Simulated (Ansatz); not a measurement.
`O[SiH2][SiH](F)S` → `O[SiH](F)[SiH2]S`  (isomerisation)

Gas-phase electronic energies from Ansatz, PBE0-D4/def2-TZVP geometries. CBS: MP2 limit from def2 TZ/QZ plus the TZ coupled-cluster correction, frozen cores. DFT in def2-TZVPP. B3LYP here is the variant with VWN-RPA as its local correlation; programs differ in this. One conformer a species, not always the lowest.

`O[SiH2][SiH](F)S`:

```xyz
10

O     1.112   -0.002    1.895
Si   -0.392   -0.387    1.333
Si   -0.332   -0.311   -1.013
F    -1.784   -0.548   -1.652
S     0.407    1.646   -1.444
H     1.544    0.753    1.490
H    -1.437    0.563    1.810
H    -0.701   -1.743    1.845
H     0.579   -1.287   -1.661
H     1.003    1.316   -2.602
```

`O[SiH](F)[SiH2]S`:

Cartesian coordinates in Å:
```
O 0.688 -0.197 1.934
Si -0.675 -0.346 1.047
F -0.928 -1.880 0.652
Si -0.314 0.781 -0.975
S 1.665 0.153 -1.558
H 1.514 -0.191 1.439
H -1.796 0.071 1.917
H -1.314 0.513 -2.041
H -0.184 2.247 -0.777
H 1.344 -1.151 -1.637
```

(1) Is it downhill or uphill in electronic energy at CCSD(T)/CBS, and by how much? (An estimate is asked.)

(2) What do these levels give: ωB97X-V, ωB97M-V, r2SCAN, PBE0, B3LYP, SCS-MP2/def2-TZVPP, CCSD/def2-TZVPP, CCSD(T)/def2-TZVPP, MP2/def2-QZVPP, HF/CBS(def2), MP2/CBS(def2), CCSD/CBS(def2)? (An estimate is asked.)

Largest T1 diagnostic among the species: 0.013.

Results:

(1) Computed: Downhill: ΔE = -5.3 kcal/mol.

(2) Computed: ωB97X-V -5.2, ωB97M-V -5.4, r2SCAN -5.4, PBE0 -5.2, B3LYP -4.8, SCS-MP2/def2-TZVPP -5.2, CCSD/def2-TZVPP -5.4, CCSD(T)/def2-TZVPP -5.5, MP2/def2-QZVPP -5.3, HF/CBS(def2) -4.7, MP2/CBS(def2) -5.3, CCSD/CBS(def2) -5.2 kcal/mol.
